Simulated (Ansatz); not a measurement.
`B[NH][GeH]([CH3])[F]` + `B1N[SiH2]1` → `BN1B[SiH2]1` + `[CH3][GeH]([NH2])[F]` at 600 K and 1 bar (ligand exchange at a B–N bond).

Isolated molecules relaxed with PBE0-D4/def2-TZVP in Ansatz; ΔE leaves out vibrations. CCSD(T)/CBS is the MP2 limit (def2-TZVPP, def2-QZVPP) plus CCSD(T) − MP2 in def2-TZVPP, frozen cores. For Ge outer-core shells are correlated without core-valence functions, which leaves a few kJ/mol of doubt a bond. Scalar relativity is left out up to krypton. One conformer a species, not always the lowest.

| species | CCSD(T)/CBS energy (Eh) | H − E (kJ/mol) | S (J/(mol·K)) |
| --- | --- | --- | --- |
| `B[NH][GeH]([CH3])[F]` | -2297.76421 | 293.9 | 471.0 |
| `B1N[SiH2]1` | -370.97252 | 156.6 | 326.1 |
| `BN1B[SiH2]1` | -396.37777 | 198.6 | 384.6 |
| `[CH3][GeH]([NH2])[F]` | -2272.33936 | 250.6 | 424.3 |

H − E and S are ideal-gas, rigid-rotor, harmonic terms from PBE0-D4/def2-TZVP, for one conformer and one mirror image of each species. 1 Eh = 2625.50 kJ/mol, R = 8.31446 J/(mol·K).

**Question.** By hand: ΔE, ΔH, ΔS and ΔG.

**Answer.** ΔE = (-396.37777) + (-2272.33936) − (-2297.76421) − (-370.97252) = 0.01960 Eh = 51.5 kJ/mol. Δ(H − E) = 198.6 + 250.6 − 293.9 − 156.6 = -1.3, so ΔH = 50.2 kJ/mol. ΔS = 384.6 + 424.3 − 471.0 − 326.1 = 11.8 J/(mol·K). ΔG = 50.2 − 600 × (11.8)/1000 = 43.1 kJ/mol.

**Question.** By hand: the equilibrium constant, and the temperature at which ΔG would vanish if ΔH and ΔS stayed fixed.

**Answer.** log₁₀ K = −ΔG/(RT ln 10) = -3.8. ΔG = 0 at ΔH/ΔS = 4254 K, far beyond where these terms or the molecules hold.

The number of gas molecules stays the same, so ΔS is small and ΔH decides. A doubt of 5 kJ/mol in ΔE shifts log₁₀ K by 0.4 here. Other conformers and mirror images would add mixing entropy, several J/(mol·K) or more a flexible species. Modes under 60 cm⁻¹, often nearly free rotors, make the harmonic entropy too high. These are equilibria of isolated gas molecules and say nothing of rates. Largest T1 diagnostic: 0.014 (customary marks: 0.02 for closed shells, 0.045 for open ones).
